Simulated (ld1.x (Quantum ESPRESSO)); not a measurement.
Results of a calculation; reference values are marked as such.
## Hardness and transferability of assorted potentials

Generated with ld1.x 7.5 (TM, RRKJ, ultrasoft, PAW), atompaw 4.2 or ONCVPSP 4.0.1. The cutoff is in Ry: for ld1.x and atompaw files where the sum of valence levels is converged to 10 mRy in a Bessel basis, for ONCV files where the hardest occupied wave has 1 mHa per electron of residual kinetic energy. The error is the largest all-electron minus pseudo excitation energy over each file’s own four to seven test configurations (ionisations up to +4, promotions, holes and added fractions of an electron), all of which were solved. The labels leave out finer settings (local radius, basis sizes, second energies), which also bear on the numbers. Spin-polarised tests are not counted. The rows are a selection from randomly drawn settings: files with unsolved tests, undetermined cutoffs or missed reference levels are left out.

```tsv
element	potential	cutoff (Ry)	largest error (meV)	bound ghosts
Ni	ultrasoft, PBEsol, scalar-relativistic, rc 2.00/2.95/1.50 (spd), local smoothed, core correction no, reference 3d8 4s2 4p0	50	-161	none
Nb	TM semilocal, LDA (PZ), scalar-relativistic, rc 3.20/3.65/1.45 (spd), local p, core correction yes, reference 4d4 5s1 5p0	40	-434	none
Cs	TM semilocal, PBE, scalar-relativistic, rc 4.20/3.95/4.20 (spd), local d, core correction yes, reference 5d0 6s1 6p0	6	-5.3	none
```

**Question.** Fill in the row for Tl: TM, PBE, scalar-relativistic, rc 1.95/2.85/1.60 (spd), local s, core correction yes, reference 5d10 6s2 6p1.

**Answer.** cutoff 50 Ry, largest error -210 meV, bound ghosts: none.

**Question.** Fill in the row for Sc: RRKJ, BLYP, scalar-relativistic, rc 0.72/0.84/1.68 (spd), local s, core correction yes, reference 3s2 3p6 3d0 4s0 4p0.

**Answer.** cutoff 260 Ry, largest error +240 meV, bound ghosts: none.

**Question.** Fill in the row for Zn: PAW, PBE, scalar-relativistic, rc 2.40/3.45/1.35 (spd), local smoothed, core correction yes, reference 3d10 4s2 4p0.

**Answer.** cutoff 70 Ry, largest error -258 meV, bound ghosts: none.
